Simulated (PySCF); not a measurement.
A structure optimised at PBE-D3(BJ)/def2-SVP, used in a PySCF frequency run:

```xyz
10

B      0.5941    -0.5599     0.0000
F      1.9311    -0.4910     0.0000
N     -0.1843     0.6503     0.0000
C     -0.3044     1.8583     0.0000
O     -0.5064     3.0198     0.0000
O      0.0322    -1.7887     0.0000
C     -1.3687    -2.0116     0.0000
H     -1.6431    -2.6006     0.8989
H     -1.6431    -2.6006    -0.8989
H     -1.9416    -1.0608     0.0000
```

Problem. Write its SMILES, formula and point group.

Solution. COB(F)N=C=O, C2H3BFNO2, Cs

Problem. What are its rotational constants (standard atomic weights)?

Solution. 4.4934, 1.5897, 1.1832 GHz
